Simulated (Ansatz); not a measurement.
InS, multiplicity 2 (lowest of 2S+1 = 2, 4 at CCSD(T)/def2-TZVPP on PBE0 minima; our sources give no spin for the ground state, which may be another), most abundant isotopes (31.9721 and 114.9039 u). Constants from fifth-degree fits in 1/R to seven points on the lowest solution found; no spin–orbit coupling, no relativity up to Kr; ω_e x_e and α_e move by some per cent with the fit.

Correlated levels freeze the inner cores; with def2 sets outer-core shells near the valence are correlated too. CBS: X⁻³ extrapolation of the correlation energy, Hartree–Fock from the larger set.

Codes used: Ansatz (an electronic-structure program) with Gaussian orbitals. Values without a source in brackets are computed. In def2 rows elements past Kr take small-core potentials, without spin–orbit coupling.

```tsv
level	r_e (Å)	ω_e (cm⁻¹)	ω_e x_e (cm⁻¹)	α_e (cm⁻¹)
PBE/def2-TZVPP	2.2886	369.1	1.84	0.000747
CCSD(T)/CBS(def2-TZVPP, def2-QZVPP)	2.2671	382.3	2.20	0.000822
```

Derive the rotational constants, the centrifugal constant, the fundamental, the zero-point energy and the force constant.


μ = 25.01237 u.
- PBE/def2-TZVPP: B_e = 16.8576/(μ r_e²) = 0.12868 cm⁻¹; B₀ = B_e − α_e/2 = 0.12830 cm⁻¹; D = 4B_e³/ω_e² = 6.26e-08 cm⁻¹; fundamental ω_e − 2ω_e x_e = 365 cm⁻¹; zero-point energy ω_e/2 − ω_e x_e/4 = 184 cm⁻¹; k = μ(2πcω_e)² = 201 N/m
- CCSD(T)/CBS(def2-TZVPP, def2-QZVPP): B_e = 16.8576/(μ r_e²) = 0.13113 cm⁻¹; B₀ = B_e − α_e/2 = 0.13072 cm⁻¹; D = 4B_e³/ω_e² = 6.17e-08 cm⁻¹; fundamental ω_e − 2ω_e x_e = 378 cm⁻¹; zero-point energy ω_e/2 − ω_e x_e/4 = 191 cm⁻¹; k = μ(2πcω_e)² = 215 N/m
